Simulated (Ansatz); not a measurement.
Cartesian coordinates in Å:
```
O 0.793 -1.512 -0.340
Si -0.017 -0.717 0.880
Si -0.455 1.313 -0.229
O 0.093 1.068 -1.768
H 1.098 -2.407 -0.183
H 0.840 -0.594 2.095
H -1.233 -1.477 1.290
H 0.256 2.458 0.404
H -1.904 1.647 -0.253
H 0.529 0.221 -1.896
```

The species carries charge 0 and has multiplicity 1.

Problem. List the PBE/def2-TZVPP orbital energies in eV (Ansatz). (An estimate is asked.)

Solution. The calculation gave: Occupied: -1780.05, -1779.89, -510.68, -510.18, -137.73, -137.57, -94.51, -94.44, -94.44, -94.34, -94.29, -94.28, -25.35, -24.87, -14.44, -13.61, -11.69, -11.10, -9.43, -9.18, -8.83, -8.70, -7.45, -7.03, -6.72. Lowest empty: -1.72, -0.29, -0.02, 0.45, 0.69, 1.18, 1.68, 1.96.
